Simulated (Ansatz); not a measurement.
Input file for Ansatz (a quantum-chemistry and plane-wave program): R-B3LYP/def2-TZVPP on F2Si (SMILES F[Si]F), atoms moved off the minimum.

Ansatz 0.2 input:
```yaml
crystal:
  periodic: [false, false, false]
  atoms:
    - {symbol: Si, position_ang: [0.05304588, -0.02666573, 0.58778892]}
    - {symbol: F, position_ang: [0.99094756, -0.76944478, -0.39138666]}
    - {symbol: F, position_ang: [-1.02715657, 0.74871316, -0.40698147]}
basis:
  gaussian:
    orbitals: def2-TZVPP
hamiltonian:
  xc: {name: B3LYP}
scf: {lower_state_search: off}
output: {forces: true}
```

Question: Predict the final total energy.

Answer: -489.3934 hartree.
